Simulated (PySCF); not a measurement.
Cost of one run: geometry optimisation, `C[CH2][Pb@@H]([PH2])[Cl]`.

Method: PBE0-D3(BJ)/def2-SVP geometry optimisation, gas phase, def2 core potentials past Kr (PySCF 2.14.0). Work: geometry optimisation from a GFN2-xTB start shaken at random, density fitting. A driver script takes a list of jobs; this job's settings line and coordinates (Å) are shown.

Input:
```
{"job": {"xc": "PBE0", "basis": "def2-SVP", "d3": "d3bj", "grid": 1, "maxiter": 30, "shake": 0.01, "kind": "geom"}, "charge": 0, "multiplicity": 1}
C     -2.091250    -0.549180    -0.475210
C     -1.055080    -0.752850     0.558520
Pb     0.722520     0.771630     0.204510
P      3.307710     0.415140     0.936870
Cl     0.919330     0.781930    -2.310390
H     -1.709200    -0.632920    -1.483660
H     -2.537260     0.466670    -0.392470
H     -2.894290    -1.253370    -0.358720
H     -0.622710    -1.736760     0.522160
H     -1.394970    -0.541490     1.578430
H      0.212950     2.456760     0.554540
H      3.743090     1.253300    -0.055090
H      3.404980    -0.695760     0.126450
```

Hardware: Arm Neoverse V1, one thread, shared host. PySCF's memory limit was set to 2320 MB.

The basis has 130 functions.

Question: Which is nearest to the wall time?
A. 12 s
B. 13 min
C. 99 s

Answer: C. The run took 99 s. The run took 11 energy-and-gradient evaluations and 70 SCF cycles, 9.0 s an evaluation on average.

Question: How much memory does it need at the peak?

Answer: About 0.57 GiB. Peak memory is the resident size of the whole Python process, interpreter and libraries included.

The output:
```
step   0  E = -1074.76128829  max force = 0.031488
step   1  E = -1074.77066194  max force = 0.007512
step   2  E = -1074.77130774  max force = 0.003161
step   3  E = -1074.77148579  max force = 0.001482
step   4  E = -1074.77162299  max force = 0.001461
step   5  E = -1074.77168615  max force = 0.002365
step   6  E = -1074.77171024  max force = 0.001185
step   7  E = -1074.77171978  max force = 0.000491
step   8  E = -1074.77172068  max force = 0.000836
step   9  E = -1074.77172886  max force = 0.000506
step  10  E = -1074.77173694  max force = 0.000253
optimisation converged
```

Energies in Eh; «max force» is the largest Cartesian gradient component in Eh/bohr.

The host was shared with other jobs, so the times are rough.

The run converged: final energy -1074.77174 Eh after 10 steps; dipole 3.05 D.
